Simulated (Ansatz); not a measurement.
Input for Ansatz (a program for electronic structure): SC-NEVPT2 on SA-CASSCF(4,4)/cc-pVTZ on C4H4 (SMILES C1=CC=C1), 2S+1 = 3, a spin state set in the input, which need not be the lowest.

Ansatz 0.2 input:
```yaml
crystal:
  periodic: [false, false, false]
  atoms:
    - {symbol: C, position_ang: [1.02152695, -0.13973325, 0.01940750]}
    - {symbol: C, position_ang: [0.30743480, 0.97911343, 0.10119330]}
    - {symbol: C, position_ang: [-1.02152695, 0.13973325, -0.01940750]}
    - {symbol: C, position_ang: [-0.30743480, -0.97911343, -0.10119330]}
    - {symbol: H, position_ang: [2.07440130, -0.37737219, 0.03066891]}
    - {symbol: H, position_ang: [0.53913545, 2.02809760, 0.20650469]}
    - {symbol: H, position_ang: [-2.07440130, 0.37737219, -0.03066891]}
    - {symbol: H, position_ang: [-0.53913545, -2.02809760, -0.20650469]}
basis:
  gaussian:
    orbitals: cc-pVTZ
magnetization: {spin_polarized: false, initial_magnetization: 2}
correlation: {method: sc_nevpt2, electrons: outside_noble_gas, active_space: {window: {electrons: 4, orbitals: 4}, states: [{multiplicity: 1, weights: [1]}, {multiplicity: 3, weights: [1]}]}}
output: {orbitals: {seedname: ./end}}
```

Output:

```
WARN ansatz: RAYON_NUM_THREADS=2 ignored (pool sized by the plan → 2); use --threads N
Functional definition: HF
integrals: 0.33 GiB planned
2295 factors; integrals over basis functions are off by at most 1.3e-7 eV
mean field: 0.76 GiB planned
mean field evaluation 1: about -4178.8257 eV, gradient 2.8e1 eV
mean field evaluation 2: about -4178.8299 eV, gradient 2.8e1 eV
mean field evaluation 4: about -4180.9947 eV, gradient 3.5e0 eV
mean field evaluation 8: about -4181.0309 eV, gradient 2.0e-4 eV
mean field evaluation 16: about -4181.0310 eV, gradient 3.7e-2 eV
mean field evaluation 32: about -4181.0309 eV, gradient 6.8e-6 eV
mean field -4181.03096477 eV, -153.6500539506 hartree, gradient 9.0e-6 eV, S^2 2.000000; 4 other end points of the search recorded, 0 dependent functions left out
reference -4181.03086331 eV, -153.6500502222 hartree; 15, 13 occupied and 161, 163 virtual orbitals, 2295 factors
configuration interaction: 0.41 GiB planned
configuration interaction: 0.00 GiB planned
state -4183.93294820 eV, -153.7566998747 hartree
state -4183.93294820 eV, -153.7566998747 hartree; corrected -4199.61548131 eV, -154.3330223366 hartree
configuration interaction: 0.00 GiB planned
state -4182.04293852 eV, -153.6872433001 hartree
state -4182.04293852 eV, -153.6872433001 hartree; corrected -4197.99931853 eV, -154.2736294497 hartree
configuration interaction: 0.00 GiB planned
state -4183.36775615 eV, -153.7359294500 hartree
state -4183.36775615 eV, -153.7359294500 hartree; corrected -4199.50401707 eV, -154.3289261013 hartree
configuration interaction: 0.00 GiB planned
state -4181.39178223 eV, -153.6633137479 hartree
state -4181.39178223 eV, -153.6633137479 hartree; corrected -4197.19372846 eV, -154.2440245607 hartree
state -4183.93294820 eV, -153.7566998747 hartree; corrected -4199.61548131 eV, -154.3330223366 hartree
state -4182.04293852 eV, -153.6872433001 hartree; corrected -4197.99931853 eV, -154.2736294497 hartree
2 active orbitals were swapped for others, from the solution at -4182.37975559 eV, -153.6996210991 hartree to that at -4182.98794336 eV, -153.7219715874 hartree; typed "places" are swapped only where nearly empty or full, and so, without "given_window_search", are "orbital_numbers", "shells" and a window whose orbitals a file names under [Active]
Total energy: -4198.80739992 eV, -154.3033258932 hartree
```

The calculation finished and met its thresholds. The last total energy is the mean of the averaged states.

Cost: around 2.1 core-minutes (rough).
